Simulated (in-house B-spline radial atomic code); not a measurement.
PBE hybrid excitations of Br5+

Method: PBE hybrid with 0.1 exact exchange. Computed with an all-electron radial atomic-structure program (B-spline basis): linear response of the closed shell [Ar] 3d10 4s2 with the functional's adiabatic kernel; scalar-relativistic (spin-free one-electron X2C), finite nucleus, no spin-orbit coupling, no double excitations, S, P, D and F terms only; shells from n = 2 respond. Only terms of natural parity with L up to 3 were computed.

Command:
```bash
python run_td.py task.json out
```
Settings (radii: box in bohr, nucleus in fm):
```
Z                        35
electrons                30
configuration            [Ar] 3d10 4s2
hamiltonian              x2c
method                   pbeh
box_radius               16.35
exact_exchange_fraction  0.1
rms_radius               4.1629
intervals                71
```

Time taken, with all properties: 2.2 s on 1 thread of Arm Neoverse N1, with other jobs on the host.

The lowest states, in the order of their Tamm-Dancoff energies; the method's threshold (minus the highest occupied level) is 81.56 eV. Labels give the largest channel, * marks a mixed state, and oscillator strengths are full-response dipole values. Semilocal kernels can invert the small singlet-triplet splittings of Rydberg terms. Energies in eV:

```json
{"state": "4s → 4p 3P", "full response": "13.543", "Tamm-Dancoff": "13.711", "oscillator strength": "-"}
{"state": "4s → 4p 1P", "full response": "19.093", "Tamm-Dancoff": "19.761", "oscillator strength": "1.58"}
{"state": "4s → 4d 3D", "full response": "36.73", "Tamm-Dancoff": "36.78", "oscillator strength": "-"}
{"state": "4s → 4d 1D", "full response": "38.54", "Tamm-Dancoff": "38.56", "oscillator strength": "-"}
{"state": "4s → 5s 3S", "full response": "44.32", "Tamm-Dancoff": "44.33", "oscillator strength": "-"}
{"state": "4s → 5s 1S", "full response": "45.39", "Tamm-Dancoff": "45.43", "oscillator strength": "-"}
{"state": "4s → 5p 3P", "full response": "49.89", "Tamm-Dancoff": "49.90", "oscillator strength": "-"}
{"state": "4s → 5p 1P", "full response": "50.40", "Tamm-Dancoff": "50.45", "oscillator strength": "0.0637"}
{"state": "4s → 4f 3F", "full response": "54.30", "Tamm-Dancoff": "54.32", "oscillator strength": "-"}
{"state": "4s → 4f 1F", "full response": "54.78", "Tamm-Dancoff": "54.79", "oscillator strength": "-"}
{"state": "4s → 5d 3D", "full response": "?", "Tamm-Dancoff": "?", "oscillator strength": "-"}
{"state": "4s → 5d 1D", "full response": "58.67", "Tamm-Dancoff": "58.68", "oscillator strength": "-"}
{"state": "4s → 6s 3S", "full response": "60.91", "Tamm-Dancoff": "60.91", "oscillator strength": "-"}
{"state": "4s → 6s 1S", "full response": "61.20", "Tamm-Dancoff": "61.21", "oscillator strength": "-"}
{"state": "4s → 6p 3P", "full response": "?", "Tamm-Dancoff": "?", "oscillator strength": "-"}
{"state": "4s → 6p 1P", "full response": "63.47", "Tamm-Dancoff": "63.48", "oscillator strength": "0.0304"}
```

Q: Where does 4s → 6p 3P lie?

A: At 63.33 eV in full response, 63.33 eV in Tamm-Dancoff.

Q: Where does 4s → 5d 3D lie?

A: At 58.30 eV in full response, 58.30 eV in Tamm-Dancoff.

Q: How large is the singlet-triplet splitting of 4s → 4p (P terms) in Tamm-Dancoff?

A: 6.05 eV, from the unrounded values.

Q: What polarisabilities and dispersion coefficient does the method give?

A: Dipole 3.561 bohr³, quadrupole 4.803 bohr⁵, C6 7.964 hartree·bohr⁶ for two such species.
